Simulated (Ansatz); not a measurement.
Born–Oppenheimer molecular dynamics of ClFH$_{6}$Si$_{3}$ (11 atoms, charge 0, multiplicity 1). It starts from a relaxed structure.

Method: RKS B3LYP-D4/STO-3G (Ansatz 0.2.0).

```json
{
 "ensemble": "NVT, Langevin thermostat",
 "time step": "0.5 fs",
 "steps asked": "250",
 "set temperature": "2000 K",
 "friction": "0.005 /fs",
 "seed": "189519"
}
```

First frame:

```xyz
11
Properties=species:S:1:pos:R:3
Si -0.008 -0.015 -0.141
F -0.250 -0.422 1.434
Si 2.212 -0.032 -0.659
H 2.820 -1.297 -0.319
H 2.381 0.213 -2.072
H 2.887 1.019 0.070
Si -1.137 1.893 -0.675
H -2.547 1.764 -0.393
H -0.608 2.998 0.090
H -0.957 2.183 -2.079
Cl -0.915 -1.603 -1.264
```

Problem. How far do the bonds stretch over the last three quarters of this one trajectory? (Pairs bonded in most of those frames.)

Solution. 
```
    bond  mean (Å)  spread (Å)  shortest  longest
  Si1–F2     1.662       0.115      1.49     1.85
 Si1–Si3     2.323       0.048      2.25     2.41
 Si1–Si7     2.330       0.078      2.19     2.45
Si1–Cl11     2.171       0.053      2.07     2.27
  Si3–H4     1.447       0.039      1.36     1.52
  Si3–H5     1.468       0.088      1.30     1.63
  Si3–H6     1.452       0.013      1.42     1.49
  Si7–H8     1.460       0.044      1.38     1.55
  Si7–H9     1.468       0.090      1.30     1.64
 Si7–H10     1.471       0.095      1.32     1.61
```

Mean temperature of the second half: 1402 K. The mean temperature of the second half is 30 % below the set value. A run of 0.12 ps of so small a system gives no equilibrium averages. Limits of this set-up: minimal basis.

Run time: 13 min on 1 thread of Arm Neoverse V1, on a shared host, peak memory 0.13 GiB.
